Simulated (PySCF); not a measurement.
CH3Cl2FGe.

```xyz
8

C     -1.0637    -1.8359     0.0000
Ge     0.0625    -0.2646     0.0000
F      1.7351    -0.7342     0.0000
Cl    -0.2181     0.9550     1.7518
Cl    -0.2181     0.9550    -1.7518
H     -0.8507    -2.4288    -0.9005
H     -2.1171    -1.5235     0.0000
H     -0.8507    -2.4288     0.9005
```
Charge 0, spin multiplicity 1.

The structure is a stationary point at B3LYP-D3(BJ)/def2-SVP. The structure was generated by enumeration, and PubChem lists no compound with its InChIKey, so it may never have been made.

Computed with KT2/pcSseg-1 run with PySCF. Non-relativistic, no solvent.

Computed absolute GIAO shielding of each atom: isotropic value and principal components (ppm):
```csv
atom,σ(iso),σ11,σ22,σ33,span
C1,168.7,154.8,158.6,192.5,37.7
Ge2,1183.5,1144.4,1152.2,1253.8,109.4
F3,248.9,175.7,243.1,327.8,152.0
Cl4,772.8,623.0,696.6,998.7,375.7
Cl5,772.8,623.0,696.6,998.7,375.7
H6,29.9,25.1,27.1,37.5,12.4
H7,29.9,25.6,27.5,36.6,11.1
H8,29.9,25.1,27.1,37.5,12.4
```
